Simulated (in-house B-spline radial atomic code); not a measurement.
Configurations of the germanium ion Ge⁴⁺, with energies counted from [Ar] 3d10. Method: non-relativistic BHandHLYP, spin-polarised, spherical fractional occupations, exact exchange averaged over the configuration, point nucleus. Calculated with a B-spline radial code for spherical atoms. Shells without spins written out take the highest spin.

Occupations are held fixed; configurations that lie above the ionisation limit could autoionise.

```
        configuration  E - E(ref) (eV)  highest orbital  its <r> (bohr)
         [Ar] 3d9 4f1           68.833            4f up           3.429
[Ne] 3s2 3p5 3d10 4p1           131.03            4p up           1.946
[Ne] 3s2 3p5 3d10 4d1            147.4            4d up           2.513
[Ne] 3s2 3p5 3d10 4f1           159.17            4f up           3.424
```

(1) Order these further configurations by energy, lowest first.
A. [Ar] 3d9 4p1
B. [Ar] 3d9 4d1
C. [Ne] 3s2 3p5 3d10 4s1
D. [Ar] 3d9 4s1

Answers

(1) D (29.533 eV), A (40.777 eV), B (57.087 eV), C (119.76 eV).
